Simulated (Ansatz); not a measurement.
Reaction (atomization): `O=C[C]1=[N][AlH]1` → Al• + 2 C• + 2 H• + N• + O•

Program: Ansatz. Geometries: PBE0-D4/def2-TZVP. ΔE: electronic, gas phase. CCSD(T)/CBS adds triple-zeta CCSD(T) − MP2 to the extrapolated MP2 energy (def2 sets, frozen cores). This one scheme is used for every species, atoms too. Functionals use def2-TZVPP. B3LYP here is the variant with VWN-RPA as its local correlation; programs differ in this. HSE06 is defined as in plane-wave codes. No spin–orbit coupling; open shells (•) take unrestricted orbitals. Spin–orbit coupling would lower the free atoms: a little for Al, C, O. One conformer a species, not always the lowest.

```tsv
level	ΔE (kcal/mol)	difference from CCSD(T)/CBS
r2SCAN-D4	658.2	5.2
B3LYP-D4	654.9	1.9
ωB97X-V	657.9	4.9
ωB97M-V	658.7	5.7
r2SCANh	647.5	-5.5
r2SCAN0	633.3	-19.7
HSE06	657.3	4.3
BHLYP	612.1	-40.9
MP2/CBS(def2)	679.9	26.9
CCSD/CBS(def2)	633.9	-19.1
CCSD(T)/CBS	653.0	0
```

Largest T1 diagnostic among the species: 0.018.

From PBE to PBE0 (25 % exact exchange), in def2-TZVPP and without D4, ΔE moves by −29.1 kcal/mol: exact exchange takes away binding that semilocal exchange gives to molecules. At CCSD(T), def2-SVP lies −39.2 kcal/mol from the extrapolated value and def2-TZVPP −23.5 kcal/mol: correlation converges slowly with the basis, and small sets miss more of it in the bonded molecule than in its fragments.

For atomizations the MP2-based limit and the directly extrapolated one differ by several kJ/mol either way, and by 10 to 25 for some Ge, Se and Sn compounds, so smaller differences from it don't rank the levels.
